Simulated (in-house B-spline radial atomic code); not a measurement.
**Pt V (Pt4+): [Xe] 4f14 5d5 6s1 (an excited or competing configuration)**

Computed with a B-spline radial code for spherical atoms: Dirac-Hartree-Fock, average of configuration, Fermi nucleus of rms radius 5.427 fm.

Z_r = [3n² - l(l+1)]/(2<r>); Z_e = n√(-2ε); the last column is Slater's effective charge. Values are occupation-weighted means over j. An effective charge above Z reflects the relativistic contraction of the inner shells.

```csv
shell,electrons,ε (eV),<r> (bohr),Z_r,Z_e,Slater
1s,2,-78966,0.01715,87.46,76.18,77.70
2s,2,-14063,0.07166,83.73,64.30,73.85
2p,6,-12298,0.06473,77.24,60.13,73.85
3s,2,-3413.2,0.1862,72.50,47.52,66.75
3p,6,-2883.4,0.1869,66.87,43.67,66.75
3d,10,-2257.7,0.1705,61.57,38.64,56.85
4s,2,-813.79,0.4149,57.84,30.94,50.25
4p,6,-635.15,0.4398,52.29,27.33,50.25
4d,10,-402.55,0.4679,44.88,21.76,38.85
5s,2,-175.27,0.9541,39.30,17.95,20.35
4f,14,-147.73,0.5109,35.23,13.18,27.45
5p,6,-123.66,1.081,33.77,15.07,20.35
5d,5,-62.98,1.399,24.66,10.76,8.60
6s,1,-48.178,2.232,24.19,11.29,6.95
```

The least bound orbital is 6s1/2 at -48.18 eV, and it is also the most diffuse (<r> = 2.232 bohr).

Spin-orbit splittings of the orbital energies (j = l + 1/2 above j = l - 1/2 when positive): 2p 1732 eV, 3p 386.1 eV, 3d 82.42 eV, 4p 93.04 eV, 4d 17.54 eV, 4f 3.628 eV, 5p 16.26 eV, 5d 1.793 eV.

For the 1s electron the small component carries 8.75 % of the norm, the zero-frequency Breit interaction raises the level by 290.1 eV, self-energy by 184.7 eV, and vacuum polarisation lowers it by 37.08 eV.

The density falls to 0.001 bohr⁻³ at 3.448 bohr; Σ<r²> = 36.017 bohr² gives, by the non-relativistic formula and without the paramagnetism of open shells, a Langevin diamagnetic susceptibility of -28.52×10⁻⁶ cm³/mol.
